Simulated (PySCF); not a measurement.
# Electron correlation in Os(2+) (osmium, charge +2)

[Xe] 4f14 5d6, high-spin 5D determinant. All numbers are calculated (PySCF 2.14, the spin-free X2C one-electron Hamiltonian (Gaussian nucleus), in x2c-TZVPPall with one added diffuse shell each of s, p, d, f type (12s8p8d4f1g, 113 functions)). Frozen: [Xe] 4f14; 6 electrons correlated.

| level | correlation energy (mhartree) |
| --- | --- |
| CCSD | -97.49 |
| (T) | -2.60 |
| CCSD(T) | -100.09 |

Diagnostics: T1 = 0.0031, D1 = 0.0054, largest double amplitude 0.056.

Spin-orbit coupling, absent here, splits the open shell strongly.

Cost of the coupled-cluster step: of the order of 24 core-seconds, for 6 correlated electrons.
